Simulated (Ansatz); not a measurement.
Basis-set extrapolation for `CO[Si]OC` (PBE0-D4/def2-TZVP geometry, frozen core, Ansatz). Multiplicity 1, RHF reference.

```tsv
	def2-TZVPP	def2-QZVPP
HF	-518.032528	-518.053196
MP2 correlation	-0.921187	-0.989674
CCSD(T) correlation	-0.995584	not run
```

Energies in hartree. Use E(X) = E(∞) + A·exp(−7.88·√X) for Hartree–Fock and E(X) = E(∞) + B·X^(−2.97) for correlation, with X = 3 and 4, and add CCSD(T) minus MP2 of the smaller set to the MP2 limit.

Task: What is the CCSD(T) energy at the basis-set limit?

Result: HF limit: -518.053196 + (-0.020668) × 0.13774 = -518.05604. MP2 limit: -0.989674 + (-0.068487) × 0.74074 = -1.04041. Higher-order term: -0.995584 − (-0.921187) = -0.07440. Total: -519.17085 hartree, 374.8 kJ/mol below CCSD(T)/def2-TZVPP.
